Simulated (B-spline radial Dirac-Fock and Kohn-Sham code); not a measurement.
**Energy-loss ionisation edge M2 (3p1/2) of Hf**

System: neutral hafnium, configuration [Xe] 4f14 5d2 6s2. The computed values come from a radial finite-basis atomic code: the first Born approximation with generalised oscillator strengths from a Dirac-Hartree-Slater potential (longitudinal and transverse terms; continuum final states only, so no white lines or fine structure). The edge is taken at 2365.0 eV (tabulated value).

Input of the calculation (task.json; shells as n, l, electrons):

```json
{"items": [{
  "Z": 72,
  "q": 0,
  "cfg": [[1, 0, 2], [2, 0, 2], [2, 1, 6], [3, 0, 2], [3, 1, 6], [3, 2, 10], [4, 0, 2], [4, 1, 6], [4, 2, 10], [4, 3, 14], [5, 0, 2], [5, 1, 6], [5, 2, 2], [6, 0, 2]],
  "A": 180,
  "rrms": 5.347,
  "do": "eels",
  "beams": [[60, 5], [60, 10], [60, 20], [80, 50], [100, 5], [100, 100], [120, 5], [120, 20], [120, 50], [200, 20], [200, 50], [300, 5], [300, 10], [300, 20]],
  "edges": {"M2": 2365.0}
}]}
```

Run with: `python xray2_run.py task.json out`

Partial cross sections σ(β, Δ) in barn, integrated over a window Δ above the edge and up to the collection semi-angle β, for parallel illumination:

```
E₀ (kV)  β (mrad)  Δ = 25 eV  Δ = 50 eV  Δ = 100 eV  Δ = 200 eV  Δ = 300 eV
     60         5      0.323      0.646        1.26        2.34        3.26
     60        10       1.20       2.41        4.70        8.77        12.2
     60        20       3.81       7.70        15.2        28.5        40.0
     80        50       11.0       23.0        46.6        89.8         128
    100         5          ?          ?           ?           ?           ?
    100       100       14.7       32.6        69.0         136         197
    120         5      0.666       1.32        2.55        4.75        6.62
    120        20       5.22       10.5        20.8        39.4        55.7
    120        50       10.5       22.1        45.2        87.6         125
    200        20       5.85       11.9        23.6        44.9        63.9
    200        50       9.64       20.7        42.7        83.3         119
    300         5       1.72       3.40        6.58        12.3        17.3
    300        10       3.79       7.57        14.8        28.1        39.8
    300        20       6.24       12.8        25.4        48.8        69.6
```

Question: Give the row for 100 kV and 5 mrad.

Answer: 0.552 b for 25 eV, 1.10 b for 50 eV, 2.12 b for 100 eV, 3.94 b for 200 eV, 5.50 b for 300 eV.
